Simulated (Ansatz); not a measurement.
Kohn–Sham single points on the Br atom.

```yaml
crystal:
  periodic: [false, false, false]
  atoms:
    - {symbol: Br, position_ang: [0.000000, 0.000000, 0.000000]}
basis:
  gaussian: {orbitals: def2-TZVPP}
magnetization: {spin_polarized: true, initial_magnetization: 1}
hamiltonian: {xc: {name: wB97X-V}}
output: {orbitals: {seedname: orbitals}}
```

```sh
$ ansatz run in.yaml --threads 2 --pin off --events-out ev --progress --plain
```

Shortened log:

```
Functional definition: wB97X-V
322 factors; integrals over basis functions are off by at most 1.5e-4 eV
51 factors; integrals over basis functions are off by at most 1.1e-4 eV
mean field evaluation 1: about -70038.5871 eV, gradient 5.0e0 eV
mean field evaluation 2: about -70038.6641 eV, gradient 2.3e0 eV
mean field evaluation 4: about -70038.6722 eV, gradient 8.2e-2 eV
mean field evaluation 8: about -70038.6724 eV, gradient 1.9e-3 eV
mean field -70038.67242726 eV, -2573.8737377845 hartree, gradient 2.8e-5 eV, S^2 0.752373; 0 other end points of the search recorded, 0 dependent functions left out
reference -70038.67242652 eV, -2573.8737377572 hartree; 18, 17 occupied and 30, 31 virtual orbitals, 322 factors
Total energy: -70038.67242652 eV, -2573.8737377572 hartree
```

Run time 2.3 s (2 threads of a server CPU on a shared host); peak host memory 0.13 GiB.

Changing it to `hamiltonian: {xc: {name: PBE-QIDH}}` (abridged; 0.95 s):

```
Functional definition: PBE-QIDH
mean field evaluation 16: about -70026.1138 eV, gradient 6.6e-6 eV
mean field -70026.11377764 eV, -2573.4122159237 hartree, gradient 6.6e-6 eV, S^2 0.755822
9 core orbitals not correlated: weight in the atoms' cores, before any rotation towards them, 1.000 or more for the frozen orbitals, at most 0.000 for the correlated occupied ones
second order -7.37896651 eV of doubles, -0.00000000 eV of singles
Total energy: -70028.57343974 eV, -2573.5026068385 hartree
```

With the line `hamiltonian: {xc: {name: B2PLYP}}` (abridged; 0.9 s):

```
Functional definition: B2PLYP
mean field evaluation 16: about -70032.6085 eV, gradient 4.0e-7 eV
mean field -70032.60850516 eV, -2573.6508927577 hartree, gradient 4.0e-7 eV, S^2 0.754212
9 core orbitals not correlated: weight in the atoms' cores, before any rotation towards them, 1.000 or more for the frozen orbitals, at most 0.000 for the correlated occupied ones
second order -7.85569335 eV of doubles, -0.00000000 eV of singles
Total energy: -70034.72963808 eV, -2573.7288429548 hartree
```

The same input with `hamiltonian: {xc: pbe}` (abridged; 1.1 s):

```
Functional definition: PBE
mean field evaluation 16: about -70034.5098 eV, gradient 1.6e-1 eV
mean field evaluation 32: about -70034.5086 eV, gradient 9.4e-2 eV
mean field -70034.50857468 eV, -2573.7207190244 hartree, gradient 2.8e-5 eV, S^2 0.752159; 2 other end points of the search recorded, 0 dependent functions left out
Total energy: -70034.50859607 eV, -2573.7207198106 hartree
```

With the line `hamiltonian: {xc: lda}` (abridged; 0.8 s):

```
Functional definition: SPW92
mean field evaluation 16: about -69947.8197 eV, gradient 2.5e-5 eV
mean field -69947.81968524 eV, -2570.5349610974 hartree, gradient 2.5e-5 eV, S^2 0.751050; 3 other end points of the search recorded, 0 dependent functions left out
Total energy: -69947.81970487 eV, -2570.5349618187 hartree
```

With the line `hamiltonian: {xc: {name: r2SCANh}}` (abridged; 2.6 s):

```
Functional definition: r2SCANh
mean field evaluation 16: about -70044.6407 eV, gradient 2.0e-1 eV
mean field -70044.64111531 eV, -2574.0930830248 hartree, gradient 2.5e-5 eV, S^2 0.754293; 1 other end points of the search recorded, 0 dependent functions left out
Total energy: -70044.64112139 eV, -2574.0930832483 hartree
```
